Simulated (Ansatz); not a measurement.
Basis-set extrapolation for `[SiH3]C[SiH](Cl)Cl` (PBE0-D4/def2-TZVP geometry, frozen core, Ansatz 0.2.0). Multiplicity 1, RHF reference.

|  | def2-TZVPP | def2-QZVPP |
| --- | --- | --- |
| HF | -1538.413857 | -1538.459336 |
| MP2 correlation | -0.801279 | -0.870937 |
| CCSD(T) correlation | -0.908770 | not run |

Energies in hartree. Use E(X) = E(∞) + A·exp(−7.88·√X) for Hartree–Fock and E(X) = E(∞) + B·X^(−2.97) for correlation, with X = 3 and 4, and add CCSD(T) minus MP2 of the smaller set to the MP2 limit.

Task: What is the CCSD(T) energy at the basis-set limit?

Result: HF limit: -1538.459336 + (-0.045479) × 0.13774 = -1538.46560. MP2 limit: -0.870937 + (-0.069658) × 0.74074 = -0.92254. Higher-order term: -0.908770 − (-0.801279) = -0.10749. Total: -1539.49563 hartree, 108.6 kcal/mol below CCSD(T)/def2-TZVPP.
